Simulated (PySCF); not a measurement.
## Spin-rotation constants: SMILES O=S(=O)(O)S[C@@H]1CO1, C2H4O4S2

Molfile (atoms numbered from 1):
```
C2H4O4S2
     RDKit          3D

 12 12  0  0  0  0  0  0  0  0999 V2000
    0.7822    0.9110    1.4875 O   0  0  0  0  0  0  0  0  0  0  0  0
    1.3282    0.0561    0.4953 S   0  0  0  0  0  6  0  0  0  0  0  0
    1.5984   -1.3225    0.7235 O   0  0  0  0  0  0  0  0  0  0  0  0
    2.7176    0.7164    0.0474 O   0  0  0  0  0  0  0  0  0  0  0  0
    0.3375    0.3347   -1.3250 S   0  0  0  0  0  0  0  0  0  0  0  0
   -1.1660   -0.3895   -0.6548 C   0  0  2  0  0  0  0  0  0  0  0  0
   -1.8476    0.2604    0.4639 C   0  0  0  0  0  0  0  0  0  0  0  0
   -1.0372   -0.8796    0.6242 O   0  0  0  0  0  0  0  0  0  0  0  0
    3.3350    0.0394   -0.2344 H   0  0  0  0  0  0  0  0  0  0  0  0
   -1.7034   -0.9944   -1.3764 H   0  0  0  0  0  0  0  0  0  0  0  0
   -1.4350    1.1728    0.8764 H   0  0  0  0  0  0  0  0  0  0  0  0
   -2.9085    0.0945    0.6112 H   0  0  0  0  0  0  0  0  0  0  0  0
  1  2  2  0
  2  3  2  0
  2  4  1  0
  2  5  1  0
  5  6  1  0
  6  7  1  0
  7  8  1  0
  8  6  1  0
  4  9  1  0
  6 10  1  6
  7 11  1  0
  7 12  1  0
M  END
```

Method used: GIAO B97-2/pcSseg-1 magnetisability, rotational g tensor and spin-rotation constants, non-relativistic, gas phase in PySCF 2.14.0. Geometry: GFN2-xTB.

(1) Give the nuclear spin-rotation constants along the inertial axes (H = +C I·J) beside the isotropic shieldings.

(2) How do the rotational constants and the g tensor change when H9, H10, H11, H12 are replaced by deuterium?

Answers

(1) Rotational constants 2.7042, 1.4077, 1.2134 GHz. A star marks the isotopologue with that one atom substituted, in its own axes.
```
atom  isotope  Caa (kHz)  Cbb (kHz)  Ccc (kHz)  mean (kHz)  σ (ppm)
  H9       1H     -0.146     -0.189      0.000      -0.112     26.5
 H10       1H     -0.130     -0.093     -0.062      -0.095     27.8
 H11       1H     -0.210     -0.138      0.004      -0.115     28.6
 H12       1H      0.059     -0.127     -0.137      -0.068     29.0
  O1     17O*     -0.856     -0.370     -0.345      -0.523     45.4
  S2     33S*      1.272      0.620      0.337       0.743    198.2
  O3     17O*     -0.821     -0.424     -0.358      -0.534     30.5
  O4     17O*     -0.421     -0.348     -0.374      -0.381    105.0
  S5     33S*      0.952      0.646      0.494       0.697    178.0
  C6     13C*      0.403      0.307      0.251       0.320    134.2
  C7     13C*      0.413      0.294      0.246       0.318    136.5
  O8     17O*     -0.077     -0.171     -0.157      -0.135    282.3
```
For the geometry as given, no vibrational averaging.

(2) Constants 2.6136, 1.2950, 1.1316 GHz; g -0.0381, -0.0158, -0.0131, against -0.0389, -0.0169, -0.0144 before.
